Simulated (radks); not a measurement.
Species: the tellurium ion Te+. Configuration: [Kr] 4d10 5s2 5p3. Method: Dirac Kohn-Sham, PBEsol, spin-unpolarised, spherical densities, finite nucleus; open shells are shared between the two j in proportion to 2j + 1; Fermi nuclear charge, rms radius 4.7423 fm; computed with a radial shooting solver on a logarithmic mesh with Libxc functionals.

Normalised radial functions P(r) = r R(r) (large component), r in bohr:

r            4p3/2    5s1/2    5p1/2
0.0009677   0.0007   0.0216   0.0009
0.001322    0.0014   0.0282   0.0013
0.001806    0.0025   0.0367   0.0020
0.002448    0.0044   0.0469   0.0030
0.003344    0.0080   0.0594   0.0047
0.004568    0.0143   0.0738   0.0074
0.006241    0.0252   0.0890   0.0119
0.008527    0.0438   0.1029   0.0190
0.01156     0.0735   0.1114   0.0298
0.01579     0.1211   0.1086   0.0464
0.02157     0.1914   0.0863   0.0699
0.02946     0.2848   0.0369   0.0996
0.04025     0.3883  -0.0399   0.1304
0.05455     0.4621  -0.1249   0.1484
0.07453     0.4408  -0.1805   0.1324
0.1018      0.2414  -0.1457   0.0583
0.1391     -0.1501   0.0077  -0.0714
0.1885     -0.5644   0.2008  -0.1935
0.2575     -0.6912   0.2633  -0.2039
0.3518     -0.2476   0.0507  -0.0264
0.4807      0.5909  -0.2976   0.2400
0.6567      1.2056  -0.3942   0.3393
0.89        1.1629  -0.0450   0.1145
1.216       0.6781   0.5035  -0.3178
1.661       0.2416   0.8050  -0.6579
2.269       0.0492   0.7017  -0.7130
3.1         0.0049   0.3832  -0.5090
4.201       0.0002   0.1306  -0.2448
5.74        0.0000   0.0240  -0.0723
7.841       0.0000   0.0020  -0.0114
10.71       0.0000   0.0001  -0.0008
14.64       0.0000   0.0000  0.0000

4p3/2: eigenvalue -120.22 eV, 2 radial nodes at r = 0.125, 0.388 bohr, <r> = 0.830 bohr, 90 % of the charge inside 1.22 bohr. 5s1/2: eigenvalue -23.489 eV, 4 radial nodes at r = 0.0346, 0.137, 0.368, 0.914 bohr, <r> = 2.03 bohr, 90 % of the charge inside 2.96 bohr. 5p1/2: eigenvalue -14.363 eV, 3 radial nodes at r = 0.119, 0.363, 0.973 bohr, <r> = 2.41 bohr, 90 % of the charge inside 3.57 bohr.
